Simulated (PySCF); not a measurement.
**MgSn⁻: one state, many levels of theory**

State: ⁴Σ⁻ (quartet), unpaired electrons σ ↑, π ↑↑. Set-up: PySCF, scalar-relativistic core potentials, basis sets Mg def2-SVPD, Sn def2-SVPD with ECP28. De refers to Mg + Sn⁻ in their high-spin ground configurations, without counterpoise correction. The functionals are run spin-unrestricted. A positive dipole points towards Sn; it is taken about the centre of mass and depends on that origin. Levels whose curve was spin-contaminated or gave no clean fit are not listed.

```json
{"Level": "ROHF", "Re (Å)": "3.245", "ωe (cm⁻¹)": "108", "De (eV)": "n/a", "μ (D)": "4.82", "CPU s a point (SCF and correlation, without the integrals)": "0.17"}
{"Level": "ROHF-MP2", "Re (Å)": "2.964", "ωe (cm⁻¹)": "148", "De (eV)": "0.85", "μ (D)": "n/a", "CPU s a point (SCF and correlation, without the integrals)": "0.3"}
{"Level": "ROHF-SCS-MP2", "Re (Å)": "2.992", "ωe (cm⁻¹)": "143", "De (eV)": "0.78", "μ (D)": "n/a", "CPU s a point (SCF and correlation, without the integrals)": "n/a"}
{"Level": "PBE", "Re (Å)": "2.916", "ωe (cm⁻¹)": "183", "De (eV)": "1.22", "μ (D)": "4.96", "CPU s a point (SCF and correlation, without the integrals)": "0.49"}
{"Level": "revPBE", "Re (Å)": "2.950", "ωe (cm⁻¹)": "174", "De (eV)": "1.12", "μ (D)": "5.04", "CPU s a point (SCF and correlation, without the integrals)": "0.37"}
{"Level": "r²SCAN", "Re (Å)": "2.889", "ωe (cm⁻¹)": "191", "De (eV)": "1.20", "μ (D)": "4.63", "CPU s a point (SCF and correlation, without the integrals)": "0.69"}
{"Level": "PBE0", "Re (Å)": "2.915", "ωe (cm⁻¹)": "180", "De (eV)": "1.11", "μ (D)": "4.71", "CPU s a point (SCF and correlation, without the integrals)": "0.96"}
{"Level": "r²SCAN0", "Re (Å)": "2.898", "ωe (cm⁻¹)": "185", "De (eV)": "1.13", "μ (D)": "4.43", "CPU s a point (SCF and correlation, without the integrals)": "0.82"}
{"Level": "M06", "Re (Å)": "2.883", "ωe (cm⁻¹)": "194", "De (eV)": "n/a", "μ (D)": "4.62", "CPU s a point (SCF and correlation, without the integrals)": "0.83"}
{"Level": "ωB97X", "Re (Å)": "2.889", "ωe (cm⁻¹)": "187", "De (eV)": "n/a", "μ (D)": "4.48", "CPU s a point (SCF and correlation, without the integrals)": "0.85"}
```

The bond length runs from 2.883 Å (M06) to 3.245 Å (ROHF). De spans 0.78 eV (ROHF-SCS-MP2, perturbation theory) to 1.22 eV (PBE, GGA).

Correlated steps freeze 5 core orbitals. Correlated levels converge slowly with the basis: in double zeta they bind strong bonds too weakly, by up to about 1 eV, and carry superposition errors of some tenths. Spin–orbit coupling is left out, which matters for elements this heavy, above all for dissociation energies. For an ion De counts to the pair picked by the measured ionisation energies or electron affinities, which need not be the lowest pair at this level. The highest Kohn–Sham level is positive in this anion. Much of that is self-interaction error, but it also means that the finite basis helps to hold the extra electron. The state is the lowest determinant that a PBE0 search found; another state may lie lower at other levels.

The whole job (state search and all levels along the bond) took about 2.3 min on 1 thread of AMD EPYC 7R43 64-Core (shared host), peak memory 0.71 GiB.
